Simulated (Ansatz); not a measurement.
C3H8SeSi, SMILES `C=C[Se][SiH2]C`, relaxed with RKS PBE0-D4/def2-TZVP in Ansatz 0.2.0 from a GFN2-xTB geometry. The force threshold is 0.005 eV/Å; the program also tests the step.

Total charge 0; spin multiplicity 1.

Start:

```xyz
13

C     1.959   -0.155   -0.704
C     1.626    1.123   -0.758
Se   -0.122    1.865   -0.729
Si   -1.475    0.044   -0.353
C    -1.181   -0.655    1.388
H     2.994   -0.455   -0.733
H     1.232   -0.946   -0.633
H     2.373    1.900   -0.840
H    -1.226   -0.953   -1.396
H    -2.812    0.616   -0.492
H    -1.420    0.089    2.144
H    -1.804   -1.525    1.568
H    -0.145   -0.948    1.537
```

Task: By how much does the energy fall, and how many steps does the optimiser take? (Estimate.)

Result: Computed: 4.22 kJ/mol, in 12 steps.

Task: Which bonds change most? (Estimate.)

Result: Computed: Si4–C5 from 1.899 to 1.865 Å; Si4–H10 from 1.460 to 1.486 Å; Si4–H9 from 1.465 to 1.488 Å; Se3–Si4 from 2.299 to 2.283 Å.

Task: Give the relaxed structure. (Estimate.)

Result: The calculation gave: 
```xyz
13

C     1.919   -0.179   -0.740
C     1.586    1.104   -0.711
Se   -0.148    1.881   -0.783
Si   -1.438    0.053   -0.336
C    -1.144   -0.612    1.382
H     2.963   -0.467   -0.695
H     1.193   -0.980   -0.823
H     2.351    1.870   -0.648
H    -1.207   -1.007   -1.355
H    -2.818    0.579   -0.495
H    -1.407    0.140    2.128
H    -1.753   -1.504    1.555
H    -0.095   -0.878    1.521
```
